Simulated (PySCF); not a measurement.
5-chloro-2-hydroxypyridine, C₅H₄ClNO.
Cartesian coordinates in Å at the PBE0-D3(BJ)/def2-SVP level; atoms count from 1:
```
atom  x, y, z in Å
O1    -2.235   -0.103   -0.098
C2    -0.909   -0.010    0.033
C3    -0.235    1.055   -0.585
C4     1.139    1.126   -0.433
C5     1.787    0.144    0.322
Cl6    3.501    0.183    0.544
C7     1.026   -0.871    0.894
N8    -0.294   -0.939    0.747
H9    -2.497   -0.893    0.396
H10   -0.792    1.793   -1.163
H11    1.716    1.932   -0.892
H12    1.509   -1.651    1.490
```

NICS is the negative of the GIAO shielding at a point without a nucleus: at the ring centre (0) and 1 Å above and below it (1); zz is the component along the ring normal. Level: GIAO CAM-B3LYP/pcSseg-2 (PySCF, non-relativistic, gas phase) on the PBE0-D3(BJ)/def2-SVP geometry, one conformer.

Ring bond lengths (Å): C2–C3 1.404, C3–C4 1.384, C4–C5 1.398, C5–C7 1.391, C7–N8 1.330, N8–C2 1.323.

Q: Give the NICS values of each ring in ppm.

A: 
```tsv
ring	type	NICS(0)	NICS(1), two faces	NICS(1)zz, two faces	rms pucker (Å)	centre to ring atoms, mean (Å)
C2–C3–C4–C5–C7–N8	6-membered ring with N; formal bonds all aromatic	-7.7	-8.8 / -8.8	-23.8 / -23.8	0.00	1.37
```

Q: What can be read from them?

A: 
- C2–C3–C4–C5–C7–N8: mean NICS(1)zz -23.8 ppm, shielded. The ring is flat and has no four-coordinate atom; by the NICS criterion it is aromatic.

Q: How equal are the bonds by HOMA? HOMA takes Krygowski's 1993 parameters.

A: 
- C2–C3–C4–C5–C7–N8: HOMA 0.98; the largest term is that of C2–C3, α(R − Ropt)² = 0.06. The geometric and the magnetic index point the same way.

Q: What field does 11.7 T along the ring normal induce along that normal at the first NICS(1) probe listed for ring C2–C3–C4–C5–C7–N8, 1 Å off the ring?

A: NICSzz × B0 = -23.8 ppm × 11.7 T = -278 μT, against the applied field.

Q: Give the inner angles of the rings.

A: 
- C2–C3–C4–C5–C7–N8: C2 123.2°, C3 117.9°, C4 118.9°, C5 118.7°, C7 122.3°, N8 119.0°; sum 720.0° against 720° for a flat convex ring.

Q: How shielded are the nuclei of the rings and their hydrogens (means over atoms taken as equivalent)?

A: 
| atoms | environment | σ isotropic (ppm) | principal values of the symmetric part, first atom (ppm) |
| --- | --- | --- | --- |
| C2 | aromatic carbon bearing oxygen | 7.4 | -87.3, 4.6, 104.9 |
| C3 | aromatic CH carbon | 64.8 | -26.0, 56.6, 163.8 |
| C4 | aromatic CH carbon | 28.1 | -82.6, 12.3, 154.5 |
| C5 | aromatic C–Cl carbon | 41.8 | -65.5, 65.0, 125.9 |
| C7 | aromatic CH next to a ring nitrogen | 21.3 | -81.1, 21.8, 123.3 |
| N8 | pyridine-type nitrogen | -50.8 | -267.6, -111.4, 226.7 |
| H10 | aromatic hydrogen | 24.57 | 21.0, 24.6, 28.1 |
| H11 | aromatic hydrogen | 23.59 | 20.3, 22.0, 28.5 |
| H12 | aromatic hydrogen | 23.10 | 18.7, 22.2, 28.4 |

Q: How do the values depend on the level or the medium?

A: 
```
                  level  NICS(0), C2–C3–C4–C5–C7–N8  mean NICS(1)zz, C2–C3–C4–C5–C7–N8
CAM-B3LYP/pcSseg-2, gas                        -7.7                              -23.8
     PBE0/pcSseg-1, gas                        -8.1                              -23.6
```

The geometry is the same throughout.
